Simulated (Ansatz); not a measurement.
Hf5⁻, relaxed as a doublet with UKS PBE-D4/def2-SVPD in Ansatz, starting from the GFN2-xTB geometry. Force threshold 0.02 eV/Å.

In the def2 sets Hf takes a core potential; there is no spin–orbit coupling. The highest occupied level of the charge -1 doublet lies above zero (up to 0.57 eV). It is a level of β spin, whose loss leaves a triplet; that state wasn't run at this geometry and level. The electron is either unbound and held by the finite basis, or the level is raised by self-interaction error. The relaxation made no stability test and no search for a lower SCF solution. No other spin state of charge -1 was run. The structure comes from a short search, and lower isomers may exist.

Start:

```xyz
5

Hf   -0.131   -0.931    1.139
Hf   -2.091    1.135    0.692
Hf    0.127    0.933   -1.138
Hf    2.182    0.773    0.879
Hf   -0.087   -1.910   -1.572
```

```json
{"step": "1", "energy (eV)": "-6527.8376", "largest force component (eV/Å)": "1.261", "SCF passes": "400"}
{"step": "2", "energy (eV)": "-6528.2806", "largest force component (eV/Å)": "0.226", "SCF passes": "78"}
{"step": "3", "energy (eV)": "-6528.3145", "largest force component (eV/Å)": "0.290", "SCF passes": "67"}
{"step": "4", "energy (eV)": "-6528.5372", "largest force component (eV/Å)": "0.727", "SCF passes": "238"}
{"step": "5", "energy (eV)": "-6528.8672", "largest force component (eV/Å)": "0.603", "SCF passes": "108"}
{"step": "6", "energy (eV)": "-6528.9807", "largest force component (eV/Å)": "0.444", "SCF passes": "117"}
{"step": "7", "energy (eV)": "-6529.0143", "largest force component (eV/Å)": "0.283", "SCF passes": "104"}
{"step": "8", "energy (eV)": "-6529.1410", "largest force component (eV/Å)": "0.523", "SCF passes": "237"}
{"step": "9", "energy (eV)": "-6529.4154", "largest force component (eV/Å)": "0.539", "SCF passes": "124"}
{"step": "10", "energy (eV)": "-6529.7628", "largest force component (eV/Å)": "0.760", "SCF passes": "77"}
{"step": "11", "energy (eV)": "-6530.1361", "largest force component (eV/Å)": "0.797", "SCF passes": "65"}
{"step": "12", "energy (eV)": "-6530.5137", "largest force component (eV/Å)": "0.659", "SCF passes": "93"}
{"step": "13", "energy (eV)": "-6530.7074", "largest force component (eV/Å)": "0.234", "SCF passes": "108"}
{"step": "14", "energy (eV)": "-6530.7266", "largest force component (eV/Å)": "0.080", "SCF passes": "124"}
{"step": "15", "energy (eV)": "-6530.7290", "largest force component (eV/Å)": "0.024", "SCF passes": "108"}
{"step": "16", "energy (eV)": "-6530.7292", "largest force component (eV/Å)": "0.014", "SCF passes": "61"}
```

Force components are those of the run's own axes.

End:

```xyz
5

Hf   -0.821   -1.175    0.784
Hf   -1.174    1.611    1.185
Hf   -0.582    0.613   -1.411
Hf    1.400    0.561    0.626
Hf    1.176   -1.611   -1.184
```

By distances, no bond broke or formed, bridged metal pairs apart. The bond that changes most is Hf2–Hf4, from 4.29 to 2.84 Å (atoms count from 1). Metal–metal contacts that move far: Hf2–Hf4 4.29 to 2.84 Å, Hf4–Hf5 4.28 to 2.84 Å. The end is the same structure that another start reached, the lowest one found.

No frequencies were taken in this run, so the end may be a saddle point.

Run time 8.2 min (4 threads of Arm Neoverse V1 on a shared host), peak host memory 0.61 GiB.
